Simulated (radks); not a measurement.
Values are calculated unless marked as measured or tabulated.
The iridium anion Ir- inside a hard spherical wall (all orbitals vanish at R), configuration held at [Xe] 4f14 5d8 6s2 and not refilled when levels cross. Level of theory: scalar-relativistic Kohn-Sham, PBE, spin-polarised, spherical densities, finite nucleus; open shells are filled with parallel spins first (spin-orbit coupling, left out, can overturn this in heavy ions); Fermi nuclear charge, rms radius 5.4032 fm (a radial shooting solver on a logarithmic mesh with Libxc functionals). Eigenvalues in eV for spin up, with the zero of energy where the potential of the charges vanishes at infinity; a dash marks a level that is unbound or too diffuse for the functional's potential to be trusted. A positive occupied level is held by the wall or, in an anion where self-interaction has pushed it up, behind a barrier. The pressure on the wall is -dE/dV.

R (bohr)  E (hartree)  kinetic (hartree)    e(4f)    e(5p)   e(6s)   e(5d)  e(7s, empty)  e(6p, empty)  pressure (GPa)
20        -17824.2272          19807.362  -53.305  -46.400   0.052   0.458         2.369         2.476        < 0.0001
12        -17824.2264          19807.367  -53.184  -46.277   0.150   0.577         4.253         3.562         0.00840
8         -17824.2133          19807.441  -52.513  -45.599   0.716   1.216         8.923         5.122           0.408
6         -17824.1467          19807.766  -50.746  -43.858   2.277   2.799        17.686         7.931            5.06
5         -17824.0025          19808.400  -48.244  -41.473   4.646   4.938        28.657        11.643            23.0
4         -17823.4983          19810.423  -42.410  -36.153  10.898   9.841        53.436        20.721             136
3         -17821.2450          19818.767  -27.214  -23.282  31.955  23.177        122.25        49.286            1220
2.5       -17817.2330          19833.286  -10.047   -9.300  62.817  39.649        207.09        88.433            4840
2         -17804.8996          19876.380   24.488   20.741  141.51  77.364        392.99        181.38           25300
1.5       -17756.2946          20033.687   105.41   109.39  380.99  187.73        883.70        446.13          200000
